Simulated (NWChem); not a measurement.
System: CuF; SMILES [F][Cu]

```xyz
2

Cu     0.0000     0.0000    -0.4237
F      0.0000     0.0000     1.3263
```
Atoms are numbered in this order, from 1.

Geometry: optimised at PBE0/def2-SVP.

Question: Give the principal values of the shielding tensors (ppm) of Cu1, F2 from KT2/pcSseg-1, GIAO (NWChem), with their diamagnetic and paramagnetic parts as GIAO splits them.

Answer: 
```csv
atom,σ11,σ22,σ33,isotropic,diamagnetic,paramagnetic
Cu1,-982.2,-982.2,2412.1,149.2,2406.7,-2257.4
F2,492.0,742.6,742.6,659.1,469.6,189.5
```
